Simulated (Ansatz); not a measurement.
Two isomers of GeH6OSSi: A = `O[SiH2][S][GeH3]`, B = `[OH][GeH]([SiH3])[SH]`.

Computed with Ansatz on PBE0-D4/def2-TZVP structures; ΔE is electronic, products minus reactants. CBS: MP2 limit from def2 TZ/QZ plus the TZ coupled-cluster correction, frozen cores. Functionals use def2-TZVPP. B3LYP here is the variant with VWN-RPA as its local correlation; programs differ in this. For Ge outer-core shells are correlated without core-valence functions, which leaves a few kJ/mol of doubt a bond. Scalar relativity is left out up to krypton. Each species was taken in one conformer, which may not be the lowest.

A:

Z-matrix (Å, degrees):
```
Si
S 1 2.132
O 1 1.641 2 113.3
H 1 1.477 2 108.3 3 -116.5
H 1 1.489 2 107.5 3 123.0
Ge 2 2.227 1 98.1 3 -95.4
H 3 0.958 1 117.8 2 50.3
H 6 1.539 2 109.6 1 48.8
H 6 1.533 2 105.9 1 167.9
H 6 1.535 2 110.1 1 -72.0
```

B:

```xyz
10

O     1.584    1.230   -0.258
Ge    0.717   -0.330   -0.300
Si   -1.584    0.253   -0.460
S     1.150   -1.498    1.549
H     2.513    1.121   -0.033
H     1.289   -1.228   -1.417
H    -1.986    0.906    0.812
H    -2.375   -0.989   -0.654
H    -1.811    1.178   -1.599
H     0.504   -0.643    2.360
```

**Question.** Which is lower in electronic energy at CCSD(T)/CBS, and by how much? (An estimate is asked.)

**Answer.** Ansatz gave: A, by 107.9 kJ/mol.

**Question.** Give E(B) − E(A) in kJ/mol with B3LYP-D4, PBE-D4, B3LYP, CCSD(T)/def2-TZVPP, MP2/def2-TZVPP, PBE0-D4, CCSD/def2-TZVPP. (Best estimate.)

**Answer.** Computed: B3LYP-D4 101.3, PBE-D4 93.5, B3LYP 99.3, CCSD(T)/def2-TZVPP 102.9, MP2/def2-TZVPP 111.1, PBE0-D4 101.6, CCSD/def2-TZVPP 104.0. None reverses the order clearly.

Largest T1 diagnostic: 0.012.

From PBE to PBE0 (25 % exact exchange), in def2-TZVPP and without D4, E(B) − E(A) moves by +8.4 kJ/mol.
